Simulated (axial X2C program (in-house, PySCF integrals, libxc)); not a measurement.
**Density and ELF of SbTe**

Computed with an in-house all-electron X2C program for linear molecules (integrals from PySCF). Two-component (2c) means X2C with spin–orbit coupling and atomic mean-field two-electron Coulomb and Gaunt terms. Basis: Te dyall-cv3z [11s12p8d4f1g], Sb dyall-cv3z [11s12p8d4f1g] (cores contracted in-house); Gaussian nuclei, density fitting, unrestricted open shells. Masses: Te 129.906 u, Sb 120.904 u.

PBE0, with spin–orbit coupling, state Ω = 1/2 (⟨Sz⟩ = -0.49, ⟨Lz⟩ = 0.99 at PBE0); Te at z = 0, Sb at z = 2.543 Å.

The maps cover the half plane through the axis: z from -2.4 to 4.8 Å along the bond, ρ from 0.15 to 2.25 Å away from it.

log10 of the density in e/bohr³:

```
 ρ\z  -2.4  -1.8  -1.2  -0.6   0.0   0.6   1.2   1.8   2.4   3.0   3.6   4.2   4.8
0.15  -3.1  -2.2  -1.3  -0.2   1.8  -0.2  -1.1  -0.6   1.3   0.3  -1.2  -2.0  -2.8
0.45  -3.1  -2.3  -1.4  -0.6   0.4  -0.6  -1.1  -0.8   0.4  -0.2  -1.3  -2.1  -2.9
0.75  -3.2  -2.4  -1.6  -1.0  -0.6  -1.0  -1.3  -1.2  -0.6  -0.9  -1.5  -2.2  -3.0
1.05  -3.4  -2.6  -1.9  -1.3  -1.1  -1.3  -1.5  -1.5  -1.2  -1.3  -1.7  -2.4  -3.1
1.35  -3.6  -2.8  -2.1  -1.7  -1.5  -1.6  -1.8  -1.8  -1.6  -1.7  -2.0  -2.6  -3.3
1.65  -3.8  -3.1  -2.5  -2.1  -1.9  -2.0  -2.1  -2.1  -2.0  -2.0  -2.4  -2.9  -3.6
1.95  -4.0  -3.4  -2.8  -2.4  -2.3  -2.4  -2.5  -2.5  -2.4  -2.4  -2.7  -3.2  -3.8
2.25  -4.3  -3.7  -3.2  -2.8  -2.7  -2.7  -2.8  -2.8  -2.8  -2.8  -3.1  -3.5  -4.1
```

Electron localisation function (collinear form, no current term, damped to 0 at low density):

```
 ρ\z  -2.4  -1.8  -1.2  -0.6   0.0   0.6   1.2   1.8   2.4   3.0   3.6   4.2   4.8
0.15  0.10  0.54  0.67  0.48  0.77  0.48  0.62  0.27  0.54  0.75  0.47  0.73  0.31
0.45  0.09  0.52  0.72  0.29  0.76  0.25  0.64  0.21  0.76  0.51  0.56  0.72  0.28
0.75  0.07  0.47  0.75  0.40  0.28  0.32  0.65  0.29  0.32  0.27  0.70  0.69  0.23
1.05  0.04  0.39  0.74  0.72  0.50  0.61  0.61  0.46  0.34  0.51  0.77  0.62  0.16
1.35  0.02  0.28  0.66  0.79  0.75  0.68  0.52  0.51  0.61  0.74  0.76  0.50  0.08
1.65  0.01  0.16  0.52  0.72  0.73  0.60  0.39  0.42  0.63  0.73  0.66  0.34  0.03
1.95  0.00  0.07  0.33  0.56  0.59  0.45  0.25  0.29  0.51  0.60  0.48  0.17  0.01
2.25  0.00  0.02  0.15  0.34  0.39  0.27  0.13  0.17  0.32  0.38  0.25  0.05  0.00
```

Axial spin density in 10⁻³ e/bohr³:

```
 ρ\z  -2.4  -1.8  -1.2  -0.6   0.0  0.6  1.2   1.8    2.4   3.0   3.6   4.2   4.8
0.15   0.0   0.2   1.0   0.3  -4.7  0.1  1.1  -0.7    0.1   1.5   1.3   0.4   0.1
0.45   0.0   0.1   0.4  -0.1   0.1  0.4  1.0  -2.9   -0.2  -0.5  -0.6   0.1   0.0
0.75   0.0   0.0  -0.1  -1.8  -2.4  0.6  0.8  -5.0   -8.3  -8.5  -2.5  -0.3   0.0
1.05   0.0   0.0  -0.4  -2.0  -2.5  0.6  0.5  -4.6  -11.9  -9.8  -2.9  -0.5  -0.1
1.35   0.0  -0.1  -0.4  -1.2  -1.3  0.4  0.3  -3.0   -7.6  -6.4  -2.2  -0.5  -0.1
1.65   0.0  -0.1  -0.2  -0.6  -0.5  0.3  0.1  -1.6   -3.7  -3.3  -1.4  -0.3  -0.1
1.95   0.0   0.0  -0.1  -0.2  -0.2  0.1  0.1  -0.7   -1.7  -1.6  -0.7  -0.2  -0.1
2.25   0.0   0.0  -0.1  -0.1  -0.1  0.1  0.0  -0.3   -0.7  -0.7  -0.4  -0.1   0.0
```

The state is one determinant whose occupation by symmetry is held fixed; it was picked as the lowest of a PBE0 search that is not exhaustive. Density functionals use the spin component along the axis (collinear). Without a current term, density functionals place determinants with orbital angular momentum somewhat too high. The determinant is spin-polarised beyond a pure state at some levels (its spin-free form has ⟨S²⟩ too high), which makes Re and μ there less reliable.
